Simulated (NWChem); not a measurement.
Species: CH7AlGe; SMILES [CH3][AlH][GeH3]

```xyz
10

Al    -0.5996     1.2213     0.0000
Ge     0.0737    -1.1692     0.0000
H     -0.4757    -1.9206    -1.2350
H      1.6029    -1.3895     0.0036
H     -0.4820    -1.9227     1.2309
H     -2.1599     1.5580     0.0001
C      0.6902     2.6939     0.0000
H      0.5359     3.3381     0.8835
H      0.5319     3.3422    -0.8798
H      1.7414     2.3684    -0.0030
```
Atoms are numbered in this order, from 1.

Program: NWChem. The geometry was optimised at PBE0/def2-SVP.

Problem. Taking B3LYP/pcseg-2 as the yardstick, which of these has the fewest basis functions while keeping “dipole (D)” within 0.05 D of it: B3LYP/STO-3G; B3LYP/aug-pcseg-1; B3LYP/def2-SVP; B3LYP/pcseg-1?

Solution. B3LYP/pcseg-1 (a larger set in the list lies outside the tolerance).
| level | basis functions | dipole (D) |
|---|---|---|
| B3LYP/STO-3G | 39 | 1.04 |
| B3LYP/pcseg-1 | 94 | 1.24 |
| B3LYP/def2-SVP | 99 | 1.31 |
| B3LYP/aug-pcseg-1 | 149 | 1.21 |
| B3LYP/pcseg-2 | 205 | 1.22 |

The yardstick is one finite set, not the basis-set limit.
